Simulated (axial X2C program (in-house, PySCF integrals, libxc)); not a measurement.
# Correcting the dissociation energy of CaS for spin–orbit coupling

A spin-free CCSD(T) curve (one-electron X2C) was computed with an axial X2C code built on PySCF integrals, basis Ca dyall-cv3z [11s12p6d4f], S dyall-av3z [9s8p3d2f] (cores contracted in-house), for the state M_S = 0, Λ = 0 (closed shell). It gives D0 = 2.963 eV to Ca + S, which in a spin-free picture are the weighted means of the ground terms.

Correlated methods: 8 electrons correlated (number of frozen shells: Ca 3 s, 2 p; S 2 s, 1 p), 250 virtual spin orbitals or spinors in MP2, 90 natural virtuals in coupled cluster.

Measured levels of the ground terms (NIST Handbook of Basic Atomic Spectroscopic Data), in cm⁻¹: Ca 1S: J = 0 at 0; S 3P: J = 2 at 0, J = 1 at 396.1, J = 0 at 573.6.

The molecular state has Λ = 0, so it has no first-order lowering.

**Question.** How far does each ground level lie under the (2J+1)-weighted mean of its term?

**Answer.** Ca: a single level, 0; S: (5 × 0 + 3 × 396.1 + 1 × 573.6)/9 = 196 cm⁻¹.

**Question.** Correct D0.

**Answer.** D0 = 2.963 + (0 − 196)/8065.5 = 2.939 eV at CCSD(T) with these spin–orbit terms.

Second-order spin–orbit effects in the molecule, which grow quickly with Z, are left out. Occupations by symmetry block were frozen at the best pattern of an incomplete PBE0 search. Dissociation energies refer to the lowest single-determinant-based atoms at the same level and basis. CCSD and (T) use frozen natural virtuals with an MP2 correction for the truncation; (T) itself is uncorrected, so its De runs slightly low. The outer-core s and p shells of the metal are frozen in the correlated rows, which leaves out core–valence correlation; for alkali and alkaline-earth bonds that tends to lengthen them.
